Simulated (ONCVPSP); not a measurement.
## u(r) = r·R(r): atom against pseudo-atom (phosphorus (P))

Columns: radius, all-electron u(r) and pseudo u(r) of the 2p shell (level -124.45 eV) of phosphorus in the configuration [He] 2s2 2p6 3s2 3p3; revPBE, scalar-relativistic, ONCV scheme, ONCVPSP 4.0.1.

```
r (bohr)  all-electron  pseudo
   0.047        0.1695  0.0503
   0.095        0.4911  0.1972
   0.142        0.8006  0.4157
   0.190        1.0536  0.6827
   0.237        1.2270  0.9486
   0.285        1.3331  1.1881
   0.332        1.3777  1.3648
   0.380        1.3770  1.4743
   0.427        1.3427  1.5092
   0.475        1.2839  1.4759
   0.522        1.2110  1.3879
   0.570        1.1275  1.2612
   0.617        1.0415  1.1244
   0.665        0.9530  0.9927
   0.712        0.8679  0.8821
   0.760        0.7846  0.7876
   0.807        0.7075  0.7077
   0.855        0.6339  0.6338
   0.902        0.5674  0.5673
   0.950        0.5052  0.5051
   0.997        0.4497  0.4496
   1.045        0.3986  0.3985
   1.092        0.3535  0.3535
   1.140        0.3123  0.3122
   1.187        0.2763  0.2763
   1.235        0.2435  0.2434
```

(1) How many radial nodes do the two functions have?

(2) At about which radius was the pseudo-wave matched?

(3) Is the pseudo-wave norm-conserving?

## Answers

(1) The all-electron 2p function has n − l − 1 = 0; the pseudo-wave has 0.

(2) 0.90 bohr. The columns agree to 0.0005 from 0.81 bohr on; several derivatives are matched, so the curves merge somewhat inside the radius.

(3) Yes: the ONCV scheme keeps the norm inside the radius equal to the all-electron one, which fixes the energy derivative of the logarithmic derivative at the level.
